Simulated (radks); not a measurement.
Question: The mean radii <r> (bohr) of the occupied orbitals of an atom or ion are listed with their occupations. All-electron calculation, Dirac Kohn-Sham, BLYP, spin-unpolarised, spherical densities, finite nucleus; Fermi nuclear charge, rms radius of each element as measured or else 0.836 A^(1/3) + 0.57 fm. Program: a radial shooting solver on a logarithmic mesh with Libxc functionals.

orbital  occ.      <r>
1s1/2       2  0.01605
2s1/2       2  0.06666
2p1/2       2  0.05464
2p3/2       4  0.06346
3s1/2       2   0.1682
3p1/2       2   0.1583
3p3/2       4   0.1727
3d3/2       4   0.1488
3d5/2       3   0.1531

Name the element and its charge. Open shells, if any, fill j = l - 1/2 first.

Answer: Z = 82, lead, charge +57: Pb57+ in [Ar] 3d7. The 1s radius gives Z: for a bare nucleus <r> = (2 gamma + 1)/(2Z) with gamma = sqrt(1 - (Z/c)^2), 0.01587 bohr for Z = 82, and screening makes it slightly larger (0.01605 here). The occupations add up to 25, and the charge is Z minus that.
